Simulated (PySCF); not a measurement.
**Exercise with solution: refractive index and permittivity of the vapour**

CH5GaO2, SMILES C[O][GaH][OH].

Coordinates come from a PBE-D3(BJ)/def2-SVP optimisation. The structure was generated by enumeration; whether it is a known compound was not checked. Other conformers were not sampled.

CAM-B3LYP/def2-TZVP (PySCF) gives a mean static polarisability of 46.5 bohr³ and a dipole moment of 1.83 D. Take an ideal gas at 298.15 K and 0.01 bar, whether or not the substance is that volatile.

**Question.** Work out n − 1 in the optical limit and the static ε − 1.

**Answer.** 
Polarisability volume α' = 46.5 × 0.148185 = 6.89 Å³. Number density N = p/kT = 2.43e-7 Å⁻³.
Dilute limit of Lorentz–Lorenz: n − 1 = 2π N α' = 1.1e-5.
Orientation term of Debye: μ²/(3kT) = 8.098 Å³ × μ²(D²) = 27.12 Å³.
ε − 1 = 4π N (α' + μ²/3kT) = 0.00010. Orientation of the dipole supplies 80 % of the static response; it can't follow optical fields. Vibrational polarisation and dispersion are left out.
